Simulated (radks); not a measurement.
The numbers below are computed, except where a source is named.
Initial-state core-level shifts of the hafnium ion Hf+ when its valence configuration changes from [Xe] 4f14 5d1 6s2. Code: a radial shooting solver on a logarithmic mesh with Libxc functionals. Model: scalar-relativistic Kohn-Sham, PBEsol, spin-polarised, spherical densities, finite nucleus; open shells are filled with parallel spins first (spin-orbit coupling, left out, can overturn this in heavy ions); Fermi nuclear charge, rms radius 5.347 fm. Shifts are changes of the shell-averaged eigenvalues in eV (positive: less bound); the change of the density at the nucleus, which sets a Mossbauer isomer shift, is in e/bohr^3, on a base of 1.28e+06.

valence                    3s       4p       5s       5p  density at nucleus
4f14 5d1.5 6s1.5       +1.271   +1.278   +1.281   +1.195               -42.0
4f12 5d1 6s2 6p2      -30.920  -28.709  -17.412  -14.896              +207.7
4f14 5d2.5 6s0.5       +3.604   +3.626   +3.654   +3.419              -119.0
4f13 5d2 6s2          -10.375   -9.455   -4.338   -3.359               +70.4
4f13.5 5d1 6s2 6p0.5   -7.210   -6.795   -4.296   -3.691               +47.3
4f14 5d2 6s1           +2.514   +2.527   +2.540   +2.379               -80.0
4f12 5d2 6s2 6p1      -26.194  -24.009  -12.957  -10.732              +174.9
4f12 5d4 6p1          -19.904  -17.746   -6.944   -5.131               -29.6
4f14 5d1 6s1.5 6p0.5   -0.706   -0.709   -0.710   -0.690               -33.8
